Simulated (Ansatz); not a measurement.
Stretching the C2–B1 bond in CH5B (SMILES BC) (multiplicity 1 held, fragments rigid). Energies count from the point at 1.551 Å.
Geometry at that point (charge 0, multiplicity 1):
```xyz
7

B      0.8668     0.0793     0.0114
C     -0.6766    -0.0672    -0.0412
H      1.5656    -0.8646     0.2285
H      1.3857     1.1491    -0.1020
H     -0.9945     0.0764     1.0066
H     -1.0372    -1.0565    -0.3271
H     -1.1944     0.7024    -0.6158
```

Restricted levels (R-, RO-) in cc, def2 and unpolarised 6-31G sets keep to the state of the molecule at rest. Active spaces are followed from a long bond inwards. Curves can end on different states.

Cores are frozen in the correlated methods.

Programs: Ansatz (a program for electronic structure). Each number belongs to the level named beside it.

Energies in kcal/mol.

| R (Å) | R-HF/cc-pVDZ | R-SCS-MP2/cc-pVDZ | CASSCF(2,2)/cc-pVDZ | SC-NEVPT2 on CASSCF(2,2)/cc-pVDZ | FIC-MRCISD on CASSCF(2,2)/cc-pVDZ | FIC-MRCISD+Q on CASSCF(2,2)/cc-pVDZ |
|---|---|---|---|---|---|---|
| 1.241 | 58.1 | 58.1 | 55.9 | 56.3 | 57.4 | 58.3 |
| 1.396 | 12.1 | 12.3 | 13.7 | 12.3 | 12.4 | 12.4 |
| 1.551 | 0.0 | 0.0 | 0.0 | 0.0 | 0.0 | 0.0 |
| 1.706 | 4.5 | 4.0 | 2.5 | 3.8 | 3.8 | 3.8 |
| 1.861 | 16.7 | 15.4 | 12.5 | 14.9 | 14.9 | 15.0 |
| 2.094 | 40.0 | 37.4 | 31.7 | 36.0 | 36.1 | 36.3 |
| 2.327 | 63.9 | 59.4 | 50.5 | 56.8 | 56.6 | 56.9 |
| 2.715 | 99.3 | 90.5 | 74.9 | 84.5 | 83.4 | 84.0 |
| 3.102 | 128.2 | 112.8 | 89.4 | 101.6 | 99.6 | 100.5 |
| 3.568 | 155.2 | 128.8 | 97.2 | 111.1 | 108.4 | 109.5 |
| 4.188 | 181.4 | 134.4 | 100.1 | 114.7 | 111.9 | 113.1 |
| 4.964 | 202.7 | 121.9 | 100.7 | 115.5 | 112.6 | 113.8 |

Doubts at one or more of the structures used: a restricted determinant that unrestricted orbitals would lower (R-HF/cc-pVDZ, R-SCS-MP2/cc-pVDZ).
